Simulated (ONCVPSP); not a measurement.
## iodine: variants of one ONCV potential

Base potential:

iodine, optimised norm-conserving Vanderbilt (ONCV), made with ONCVPSP 4.0.1 (BLYP, fully relativistic). Core [Kr], reference 4d10 5s2 5p5. Waves: 5s: rc 1.60 bohr, ncon 4, nbas 9, qcut 3.6 1/bohr, 3 projectors, debl 0.7 Ha; 5p: rc 1.90 bohr, ncon 4, nbas 8, qcut 4.4 1/bohr, 1 projector; 4d: rc 1.20 bohr, ncon 4, nbas 9, qcut 12.7 1/bohr, 1 projector. Local part: polynomial inside 0.85 bohr (lpopt 2, dvloc0 0 Ha). Core correction: none.

Open shells are filled in proportion to 2j + 1.

All-electron outer shells of the reference configuration (BLYP, scalar-relativistic, ld1.x):

```csv
shell,level (eV),outermost node (bohr),outermost maximum (bohr)
4s,-180.28,0.37,0.68
4p,-127.28,0.37,0.72
4d,-50.06,0.35,0.78
5s,-17.28,0.88,1.70
5p,-6.91,0.96,2.02
```

Cutoffs, loose and tight: the cutoffs (Ha) at which the residual kinetic energy of the hardest occupied pseudo-wave falls to 1 and 0.1 mHa per electron. They do not see the model core or the augmentation charge, which bear on the density cutoff. Test errors are all-electron minus pseudo excitation energies from the reference, over the configurations 4d10 5s2 5p4; 4d10 5s2 5p3; 4d10 5s2 5p2; 4d9 5s2 5p5. A dash means not determined; rows that change the core or the reference have their own tests. The largest error is taken over the tests solved by every variant that gives reliable tests at all: 4d10 5s2 5p2; 4d10 5s2 5p3; 4d10 5s2 5p4.

A true bound ghost makes a file unfit for plane-wave use even where its test errors are small: the radial tests pick states by their node count and pass the ghost by.

```
      change    outcome  cutoff, loose  cutoff, tight   bound ghosts  GHOST(+) flags above zero  largest test error (meV)
        base  generated          56 Ha          65 Ha  s, p3/2, p1/2                          s                       +28
 d: qcut 7.9  generated         195 Ha         226 Ha  s, p3/2, p1/2                          s                       +28
 d: qcut 9.3  generated          48 Ha         195 Ha  s, p3/2, p1/2                          s                       +28
d: qcut 11.5  generated          52 Ha          59 Ha  s, p3/2, p1/2                          s                       +28
d: qcut 13.1  generated          57 Ha          67 Ha  s, p3/2, p1/2                          s                       +28
d: qcut 14.7  generated          61 Ha          73 Ha  s, p3/2, p1/2                          s                       +28
d: qcut 16.8  generated          65 Ha          79 Ha  s, p3/2, p1/2                          s                       +28
```

Q: What comes out with this change to the base: d: qcut 19.1?

A: outcome: generated; cutoff, loose: 112 Ha; cutoff, tight: 129 Ha; bound ghosts: s, p3/2, p1/2; GHOST(+) flags above zero: s; largest test error (meV): +28.

Reading the sweep of the qcut of the d channel (base included, trends over the rows without a ghost): Bound ghosts are found at 7.9, 9.3, 11.5, 12.7, 13.1, 14.7, 16.8, 19.1 1/bohr. Every judged row has one, so this setting neither creates nor removes them.
